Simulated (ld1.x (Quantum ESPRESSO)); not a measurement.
Pm, TM semilocal: configuration errors across variants

```
Element                 : promethium (Pm)
Generator               : ld1.x (Quantum ESPRESSO) 7.5
Type                    : norm-conserving Troullier–Martins (semilocal form)
Functional              : BLYP
Relativity              : scalar-relativistic
Frozen core             : [Kr] 4d10
Valence charge          : 15
Reference configuration : 4f4 5s2 5p6 5d0 6s0 6p0 (charge +3)
Partial waves           : 5p (bound): rc 2.20 bohr; 5d (bound, empty): rc 3.05 bohr; 4f (bound): rc 1.60 bohr; 5s (bound): rc 1.75 bohr
Local potential         : the s channel
Core correction         : Bessel-smoothed model core, default radius (core density twice the valence density)
```

All-electron excitation energies from the reference (eV): (1) 4f5 5s2 5p6 5d0 6s2 6p0 -39.901; (2) 4f5 5s2 5p6 5d0 6s1 6p0 -34.090; (3) 4f5 5s2 5p6 5d0 6s0 6p0 -23.036; (4) 4f5 5s2 5p5 5d0 6s2 6p0 -12.629; (5) 4f5 5s2 5p6 5d1 6s0 6p0 -32.739.

A semilocal file is local in each channel, so a ghost entry of none says nothing of the separable form that plane-wave codes build from it.

Tests that are not counted but printed errors over 1 eV. “base”: 4f5 5s2 5p6 5d0 6s0 6p2 (solver errors, printed error -1351 eV); 4f5 5s2 5p6 5d0 6s1 6p1 (solver errors, printed error -14.4 eV). “wave 5s (bound): rc 1.75 bohr becomes 5s (bound): rc 1.18 bohr”: 4f5 5s2 5p6 5d0 6s0 6p2 (solver errors, printed error -301 eV); 4f5 5s2 5p6 5d0 6s1 6p1 (pseudo-atom not self-consistent, printed error -1147 eV). “wave 5s (bound): rc 1.75 bohr becomes 5s (bound): rc 1.36 bohr”: 4f5 5s2 5p6 5d0 6s0 6p2 (pseudo-atom not self-consistent, printed error -1387 eV); 4f5 5s2 5p6 5d0 6s1 6p1 (solver errors, printed error -13.4 eV). “wave 5s (bound): rc 1.75 bohr becomes 5s (bound): rc 1.70 bohr”: 4f5 5s2 5p6 5d0 6s0 6p2 (solver errors, printed error -1346 eV); 4f5 5s2 5p6 5d0 6s1 6p1 (solver errors, printed error -14.4 eV). “wave 5s (bound): rc 1.75 bohr becomes 5s (bound): rc 1.90 bohr”: 4f5 5s2 5p6 5d0 6s0 6p2 (solver errors, printed error -11.4 eV); 4f5 5s2 5p6 5d0 6s1 6p1 (solver errors, printed error -14.2 eV).

Errors AE − PS in meV (a dash: test not solved or not reliable):

```csv
change,(1),(2),(3),(4),(5),bound ghosts
base,+215,+157,+24,+384,+74,none
wave 5s (bound): rc 1.75 bohr becomes 5s (bound): rc 1.18 bohr,+107,+78,+12,+183,+63,none
wave 5s (bound): rc 1.75 bohr becomes 5s (bound): rc 1.36 bohr,+63,+44,+2.3,+103,+54,none
wave 5s (bound): rc 1.75 bohr becomes 5s (bound): rc 1.70 bohr,+177,+129,+19,+313,+70,none
wave 5s (bound): rc 1.75 bohr becomes 5s (bound): rc 1.90 bohr,+384,+281,+41,+699,+89,none
wave 5s (bound): rc 1.75 bohr becomes 5s (bound): rc 2.14 bohr,+934,+674,+77,+1701,+123,none
wave 5s (bound): rc 1.75 bohr becomes 5s (bound): rc 2.34 bohr,+1484,+1060,+100,+2658,+146,none
```

(1) Give the same row for: wave 5s (bound): rc 1.75 bohr becomes 5s (bound): rc 2.62 bohr.

Results:

(1) +2782, +1940, +136, +4726, +182; bound ghosts: none. Not counted: 4f5 5s2 5p6 5d0 6s0 6p2 (solver errors, printed error -9.9 eV); 4f5 5s2 5p6 5d0 6s1 6p1 (solver errors, printed error -14.2 eV).
